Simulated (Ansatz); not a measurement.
TiBr₄⁺. Charge 1, multiplicity 2. Geometry PBE0-D4/def2-SVP, that of the neutral singlet; atoms count from 1.

```xyz
5

Ti    0.0000    0.0000    0.0000
Br   -1.2416    0.2776   -1.9238
Br    1.9252    1.2626   -0.1386
Br    0.5558   -2.2254    0.2418
Br   -1.2394    0.6852    1.8206
```

(1) Estimate the Mulliken populations from the PBE0/def2-TZVP orbitals of Ansatz.

(2) Where does the spin sit?

(3) And the Mayer bond orders between heavy atoms (over 0.3)?

## Answers

(1) 
| atom | charge (e) | spin (α − β) | d electrons |
| --- | --- | --- | --- |
| Ti1 | 0.89 | -0.27 | 2.34 |
| Br2 | 0.03 | 0.32 | – |
| Br3 | 0.03 | 0.32 | – |
| Br4 | 0.03 | 0.32 | – |
| Br5 | 0.03 | 0.32 | – |
Mulliken values depend strongly on the basis.

(2) Summed by element: Ti -0.27, Br 1.27, of 1 unpaired in all. Largest on single atoms: Br2 0.32, Br3 0.32, Br4 0.32.

(3) Ti1–Br2 1.24 (2.31 Å); Ti1–Br3 1.24 (2.31 Å); Ti1–Br4 1.24 (2.31 Å); Ti1–Br5 1.24 (2.31 Å).
